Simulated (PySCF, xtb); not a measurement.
Nb(F)4(SH) (F₄HNbS), SMILES [F][Nb]([F])([F])([F])[SH], multiplicity 1. The values are those of a single conformer.

Harmonic wavenumbers (cm⁻¹) from GFN2-xTB (xtb) at its own minimum, in rising order: 104, 118, 169, 193, 203, 204, 221, 280, 312, 418, 474, 517, 553, 689, 2332.

Task: What does PySCF with PBE-D3(BJ)/def2-SVP give at its own minimum? (The exact figures need the calculation; the answer reports its results.)

Result: 85, 118, 181, 186, 193, 230, 234, 353, 387, 627, 651, 690, 708, 725, 2617. Paired by order, the mean absolute difference is 85 cm⁻¹ and the zero-point energies are 9.7 and 11.4 kcal/mol.
